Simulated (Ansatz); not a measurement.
Gas-phase electronic energies from Ansatz, PBE0-D4/def2-TZVP geometries. CCSD(T)/CBS is the MP2 limit (def2-TZVPP, def2-QZVPP) plus CCSD(T) − MP2 in def2-TZVPP, frozen cores. DFT in def2-TZVPP. Elements past krypton have def2 core potentials. For W outer-core shells are correlated without core-valence functions, which leaves a few kJ/mol of doubt a bond. One conformer a species, not always the lowest.

Consider the substitution at a C–C bond: `Cc1ccc(C)c(C)c1` + `C[O][W]([OH])([OH])([OH])([OH])[Cl]` → `C[O][W]([OH])([OH])([OH])([Cl])[O]C` + `Cc1ccccc1C`.

```
             level  ΔE (kcal/mol)  difference from CCSD(T)/CBS
        r2SCANh-D4            9.5                         -0.3
        r2SCAN0-D4            9.7                         -0.1
          PBE-QIDH           10.1                          0.3
              BLYP            7.9                         -1.9
            r2SCAN            9.4                         -0.4
           r2SCANh            9.6                         -0.2
      MP2/def2-SVP            8.3                         -1.5
    MP2/def2-TZVPP           10.1                          0.3
CCSD(T)/def2-TZVPP            9.2                         -0.6
     MP2/CBS(def2)           10.7                          0.9
       CCSD(T)/CBS            9.8                            0
```

Largest T1 diagnostic among the species: 0.022, so the coupled-cluster value is less sure than usual.

Leaving LDA and LC-ωPBE aside and taking each functional with its dispersion term where it has one, the values, not all of them listed here, spread over 2.7 kcal/mol, from BLYP-D4 to PBE-QIDH. In def2-TZVPP, CCSD(T) changes the Hartree–Fock value by +1.6 kcal/mol (the triples alone add −0.1 kcal/mol) and MP2 by +2.5 kcal/mol.

CCSD(T)/CBS has its own doubt, a few kJ/mol and more with outer-core shells, so smaller differences from it don't rank the levels.
